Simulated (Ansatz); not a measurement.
C2H7BO (`CBOC`) at its PBE0-D4/def2-TZVP geometry, where that method's forces vanish. Total charge 0; spin multiplicity 1.

```xyz
11

C     0.3175    1.5516   -1.0779
B     0.3434    0.4316    0.0080
O    -0.5287   -0.5929   -0.0717
C    -0.5536   -1.6370    0.8768
H    -0.4527    1.4017   -1.8364
H     0.1654    2.5306   -0.6100
H     1.2918    1.6159   -1.5754
H     1.1260    0.4487    0.9281
H    -1.5425   -1.6751    1.3386
H     0.2036   -1.4895    1.6523
H    -0.3703   -2.5857    0.3676
```

(1) What forces (eV/Å) does r2SCAN-D4/def2-TZVPP give on these atoms in the Gaussian-basis code of Ansatz? (Estimate.)

## Answers

(1) The calculation gave: 
```
C1  -0.015 -0.021 -0.001
B2   0.148  0.168  0.025
O3  -0.111  0.106 -0.234
C4  -0.013 -0.278  0.246
H5   0.015  0.010  0.008
H6   0.012 -0.012 -0.019
H7  -0.020  0.015  0.008
H8  -0.013 -0.003 -0.015
H9   0.014  0.002 -0.012
H10 -0.010 -0.005 -0.008
H11 -0.006  0.017  0.004
```
